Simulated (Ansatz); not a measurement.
Reaction (substitution at a C–Ge bond): `[OH][GeH]([F])[CH2]Cl` + HBr → `ClCBr` + `[OH][GeH2][F]`

Gas-phase electronic energies from Ansatz, PBE0-D4/def2-TZVP geometries. CCSD(T)/CBS is the MP2 limit (def2-TZVPP, def2-QZVPP) plus CCSD(T) − MP2 in def2-TZVPP, frozen cores. Functionals use def2-TZVPP. B3LYP here is the variant with VWN-RPA as its local correlation; programs differ in this. For Br, Ge outer-core shells are correlated without core-valence functions, which leaves a few kJ/mol of doubt a bond. Scalar relativity is left out up to krypton. One conformer a species, not always the lowest.

`[OH][GeH]([F])[CH2]Cl`:

```xyz
9

O    -1.106   -1.116    1.219
Ge   -0.352   -0.691   -0.311
F    -1.621   -0.215   -1.407
C     0.777    0.898   -0.188
Cl    2.221    0.535    0.784
H    -1.573   -0.391    1.639
H     0.316   -1.955   -0.843
H     1.099    1.214   -1.179
H     0.241    1.721    0.285
```

HBr:

Z-matrix (Å, degrees):
```
Br
H 1 1.420
```

`ClCBr`:

Cartesian coordinates in Å:
```
Cl 1.283 0.572 -0.964
C 0.024 0.067 0.150
Br -1.280 -1.108 -0.654
H -0.509 0.945 0.497
H 0.481 -0.477 0.970
```

`[OH][GeH2][F]`:

Z-matrix (Å, degrees):
```
Ge
F 1 1.738
O 1 1.761 2 107.6
H 1 1.526 2 107.8 3 114.3
H 1 1.534 2 105.1 3 -119.6
H 3 0.960 1 113.6 2 -67.0
```

```json
{"level": "r2SCAN-D4", "ΔE (kJ/mol)": "51.8", "difference from CCSD(T)/CBS": "-3.7"}
{"level": "B3LYP-D4", "ΔE (kJ/mol)": "49.7", "difference from CCSD(T)/CBS": "-5.8"}
{"level": "ωB97X-V", "ΔE (kJ/mol)": "52.1", "difference from CCSD(T)/CBS": "-3.4"}
{"level": "HF/def2-TZVPP", "ΔE (kJ/mol)": "50.5", "difference from CCSD(T)/CBS": "-5.0"}
{"level": "CCSD/def2-TZVPP", "ΔE (kJ/mol)": "56.6", "difference from CCSD(T)/CBS": "1.1"}
{"level": "CCSD(T)/def2-TZVPP", "ΔE (kJ/mol)": "56.0", "difference from CCSD(T)/CBS": "0.5"}
{"level": "HF/def2-QZVPP", "ΔE (kJ/mol)": "49.6", "difference from CCSD(T)/CBS": "-5.9"}
{"level": "MP2/def2-QZVPP", "ΔE (kJ/mol)": "53.9", "difference from CCSD(T)/CBS": "-1.6"}
{"level": "SCS-MP2/def2-QZVPP", "ΔE (kJ/mol)": "50.8", "difference from CCSD(T)/CBS": "-4.7"}
{"level": "MP2/CBS(def2)", "ΔE (kJ/mol)": "54.0", "difference from CCSD(T)/CBS": "-1.5"}
{"level": "CCSD(T)/CBS", "ΔE (kJ/mol)": "55.5", "difference from CCSD(T)/CBS": "0"}
```

Largest T1 diagnostic among the species: 0.012.

In def2-TZVPP, CCSD(T) changes the Hartree–Fock value by +5.5 kJ/mol (the triples alone add −0.6 kJ/mol) and MP2 by +3.9 kJ/mol. From PBE to PBE0 (25 % exact exchange), in def2-TZVPP and without D4, ΔE moves by +4.3 kJ/mol. The D4 term adds +3.7 kJ/mol with B3LYP and +2.4 kJ/mol with PBE0; it sums over pairs of atoms, weighted by their polarisabilities, and B3LYP, whose exchange is more repulsive, gets the larger term.
